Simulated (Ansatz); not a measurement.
The pair A = CH4 (SMILES C) (first 5 atoms), B = CH6Si (SMILES C[SiH3]); geometry from B3LYP-D3(BJ)/def2-TZVP.
(charge 0, multiplicity 1):
| atom | x (Å) | y (Å) | z (Å) |
|---|---|---|---|
| C | -0.0874 | 0.0124 | 0.3210 |
| H | -0.3336 | -0.4011 | -0.6560 |
| H | 0.5725 | -0.6746 | 0.8487 |
| H | 0.4121 | 0.9719 | 0.1923 |
| H | -1.0019 | 0.1511 | 0.8959 |
| C | 0.5834 | 1.1393 | 3.9760 |
| Si | -0.2198 | -0.5407 | 4.1992 |
| H | 0.6705 | 1.3904 | 2.9182 |
| H | 1.5842 | 1.1518 | 4.4115 |
| H | -0.0060 | 1.9188 | 4.4625 |
| H | -1.5810 | -0.5546 | 3.6106 |
| H | -0.3337 | -0.8755 | 5.6402 |
| H | 0.5833 | -1.5986 | 3.5393 |

Correlated levels freeze the cores. MP2 and its Hartree–Fock in aug-cc-pV(T+d)Z are density fitted.

The values were computed with Ansatz (a program for electronic structure). Each number belongs to the level named beside it.

The counterpoise-corrected interaction energy is E(AB) − E(A in the pair's basis) − E(B in the pair's basis). Total energies (hartree):

```
level                              AB  A in the pair's basis  B in the pair's basis
-----------------------  ------------  ---------------------  ---------------------
HF/aug-cc-pV(D+d)Z       -370.4997980            -40.1998867           -330.3011375
MP2/aug-cc-pV(D+d)Z      -370.9411351            -40.3682119           -330.5717150
HF/aug-cc-pV(T+d)Z       -370.5387651            -40.2135997           -330.3263781
MP2/aug-cc-pV(T+d)Z      -371.0660620            -40.4145771           -330.6499791
CCSD(T)/aug-cc-pV(D+d)Z  -371.0209372            -40.3960439           -330.6236162
```

Q: Work out the counterpoise-corrected interaction energy at the basis-set limit: extrapolate the MP2 correlation part as X⁻³, take Hartree–Fock from the larger set, and add the CCSD(T) − MP2 difference of aug-cc-pV(D+d)Z.

A: 
1. Differences (1 hartree = 627.509 kcal/mol): HF/aug-cc-pV(D+d)Z 0.769; MP2/aug-cc-pV(D+d)Z -0.758; HF/aug-cc-pV(T+d)Z 0.761; MP2/aug-cc-pV(T+d)Z -0.945; CCSD(T)/aug-cc-pV(D+d)Z -0.801.
2. Correlation parts, MP2 less HF: -1.528 in aug-cc-pV(D+d)Z (X = 2), -1.706 in aug-cc-pV(T+d)Z (X = 3).
3. Limit (3³·(-1.706) − 2³·(-1.528))/(3³ − 2³) = -1.781; with HF/aug-cc-pV(T+d)Z it gives -1.020.
4. CCSD(T) less MP2 in aug-cc-pV(D+d)Z: -0.043.
Result: -1.06 kcal/mol, against -0.76 at MP2/aug-cc-pV(D+d)Z. It is an estimate of this method's limit, not of the exact value.
